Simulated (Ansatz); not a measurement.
Total energies of C8H16O2 (`CCCCC(=O)OCCC`).

Z-matrix (Å, degrees):
```
C
C 1 1.518
H 1 1.094 2 111.2
H 1 1.093 2 110.9 3 119.7
H 1 1.092 2 111.6 3 -120.3
C 2 1.521 1 112.6 3 -59.4
H 2 1.097 1 109.7 3 62.4
H 2 1.094 1 109.5 3 179.1
C 6 1.517 2 113.3 1 -179.6
H 6 1.094 2 109.4 1 -57.8
H 6 1.095 2 109.4 1 58.9
C 9 1.505 6 113.3 2 70.2
H 9 1.093 6 111.9 2 -52.9
H 9 1.096 6 110.8 2 -170.8
O 12 1.203 9 125.2 6 19.8
O 12 1.340 9 111.0 6 -161.5
C 16 1.433 12 116.5 9 -176.8
C 17 1.513 16 111.9 12 84.7
H 17 1.091 16 108.9 12 -38.3
H 17 1.092 16 104.5 12 -155.1
C 18 1.519 17 113.4 16 60.0
H 18 1.094 17 108.7 16 -63.6
H 18 1.095 17 107.3 16 -178.2
H 21 1.094 18 111.2 17 60.1
H 21 1.092 18 111.2 17 -59.7
H 21 1.092 18 111.1 17 -179.8
```

Total charge 0; spin multiplicity 1. Geometry: relaxed with PBE0-D4/def2-TZVP. It is one conformer, not always the lowest. Basis def2-TZVPP, Ansatz 0.2.0.

RPA on PBE orbitals: Hartree–Fock energy of these orbitals -462.08847 Eh, correlation -3.00043 Eh (frozen core).

| functional | energy without D4 (Eh) | D4 term (kJ/mol) |
| --- | --- | --- |
| B97M-V | -465.10933 | – |
| r2SCAN0 | -464.82330 | -17.8 |

(1) Give the same for LDA (SPW92), PBE, revPBE, BLYP, r2SCAN, PBE0, B3LYP, r2SCANh, HSE06 (plane-wave form), BHLYP, CAM-B3LYP, LC-ωPBE, ωB97X-V, ωB97M-V, B2PLYP, PBE-QIDH. (An estimate is asked.)

B3LYP takes the VWN-RPA correlation (the form of Gaussian; ORCA's B3LYP/G). HSE06 is the plane-wave form, built on full-range PBE exchange. The double hybrids freeze the cores in their second-order part.

Answers

(1) Computed: 
```
             functional  energy without D4 (Eh)  D4 term (kJ/mol)
            LDA (SPW92)              -461.10588                 –
                    PBE              -464.54110             -55.2
                 revPBE              -464.98757            -183.5
                   BLYP              -464.93197            -120.4
                 r2SCAN              -464.87220             -15.7
                   PBE0              -464.59373             -46.8
                  B3LYP              -465.15438             -86.4
                r2SCANh              -464.85174             -16.3
HSE06 (plane-wave form)              -464.56734             -43.3
                  BHLYP              -464.86302             -59.6
              CAM-B3LYP              -464.91152             -46.8
                LC-ωPBE              -464.86049                 –
                ωB97X-V              -465.00937                 –
                ωB97M-V              -464.92747                 –
                 B2PLYP              -464.74311                 –
               PBE-QIDH              -464.53228                 –
```

LC-ωPBE has ω = 0.4 bohr⁻¹.
